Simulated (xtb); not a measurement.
Te(F)(iPr) (C3H7FTe), SMILES F[Te]C(C)C. All values are semi-empirical tight-binding results from xtb (GFN2-xTB unless named), good for trends rather than for accurate numbers. Coordinates come from a GFN2-xTB optimisation. This is a generated structure with no PubChem entry under its InChIKey; it may be hypothetical. Other conformers were not sampled.

Computed properties:
| Property | Value |
|---|---|
| orbital gap | 3.10 eV |
| zero-point energy | 58.7 kcal/mol |
| G − E(el) at 298.15 K (modified RRHO) | 38.1 kcal/mol |
| static polarisability (D4 model) | 78.4 bohr³ |
| solvation energy, GFN2-xTB/ALPB(water) | -3.8 kcal/mol |
| solvation energy, GFN2-xTB/ALPB(hexane) | -5.2 kcal/mol |
